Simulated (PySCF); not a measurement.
## Electron correlation in I⁺ (iodine, charge +1)

[Kr] 4d10 5s2 5p4, high-spin 3P determinant. Computed with PySCF 2.14 in cc-pVDZ-PP with ECP28MDF (4s3p2d, 23 functions), with a scalar-relativistic core potential. Frozen: 4s2 4p6 4d10; 6 electrons correlated.

MP2 pair energies summed by pair of shells (mhartree):

| pair | energy | share (%) |
| --- | --- | --- |
| 5p-5p | -29.35 | 48.9 |
| 5s-5p | -26.23 | 43.7 |
| 5s-5s | -4.48 | 7.5 |

Total MP2 correlation energy: -60.05 mhartree.

Same-spin part -15.05 and opposite-spin part -45.00 mhartree; SCS-MP2 scales them by 1/3 and 6/5 to -59.02 mhartree.

```json
{"level": "CCSD", "correlation energy (mhartree)": "-73.48"}
{"level": "(T)", "correlation energy (mhartree)": "-0.68"}
{"level": "CCSD(T)", "correlation energy (mhartree)": "-74.16"}
```

Diagnostics: T1 = 0.0064, D1 = 0.0202, largest double amplitude 0.055.

Cost of the coupled-cluster step: 0.17 s of wall time on 1 thread of Neoverse-N1 (shared host), for 6 correlated electrons.

Iterations:

```
CC2 = 0
CCSD nocc = (np.int64(4), np.int64(2)), nmo = (14, 14)
frozen orbitals [[0, 1, 2, 3, 4, 5, 6, 7, 8], [0, 1, 2, 3, 4, 5, 6, 7, 8]]
max_cycle = 100
direct = 0
conv_tol = 1e-08
conv_tol_normt = 1e-06
diis_space = 8
diis_start_cycle = 0
Init t2, MP2 energy = -0.0600545629773914
Init E_corr(UCCSD) = -0.0600545629813257
cycle = 1  E_corr(UCCSD) = -0.0704120568178484  dE = -0.0103574938  norm(t1,t2) = 0.0356929
cycle = 2  E_corr(UCCSD) = -0.0725830638329125  dE = -0.00217100702  norm(t1,t2) = 0.0109362
cycle = 3  E_corr(UCCSD) = -0.0734935413575363  dE = -0.000910477525  norm(t1,t2) = 0.00402518
cycle = 4  E_corr(UCCSD) = -0.0734787287043112  dE = 1.48126532e-05  norm(t1,t2) = 0.000404728
cycle = 5  E_corr(UCCSD) = -0.0734819297321627  dE = -3.20102785e-06  norm(t1,t2) = 7.84505e-05
cycle = 6  E_corr(UCCSD) = -0.0734815220413581  dE = 4.07690805e-07  norm(t1,t2) = 1.45682e-05
cycle = 7  E_corr(UCCSD) = -0.0734816426957053  dE = -1.20654347e-07  norm(t1,t2) = 2.71968e-06
cycle = 8  E_corr(UCCSD) = -0.073481599073786  dE = 4.36219193e-08  norm(t1,t2) = 4.09729e-07
cycle = 9  E_corr(UCCSD) = -0.0734816048481931  dE = -5.77440716e-09  norm(t1,t2) = 6.70132e-08
UCCSD converged
E(UCCSD) = -294.3737984227777  E_corr = -0.07348160484819313
UCCSD(T) correction = -0.000679947678941844
```
